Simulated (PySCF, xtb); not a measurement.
SbCl₄, SMILES [Cl][Sb+]([Cl])([Cl])[Cl], charge +1.

Harmonic wavenumbers (cm⁻¹) from GFN2-xTB (xtb 6.7.1) at its own minimum, in rising order: 71, 71, 98, 98, 98, 295, 342, 342, 342.

Question: What does r2SCAN-D4/def2-SVP (PySCF 2.14.0) give at its own minimum? (The exact figures need the calculation; the answer reports its results.)

Answer: 102, 102, 130, 130, 130, 372, 432, 432, 432. Paired by order, the mean absolute difference is 56 cm⁻¹ and the zero-point energies are 2.5 and 3.2 kcal/mol.
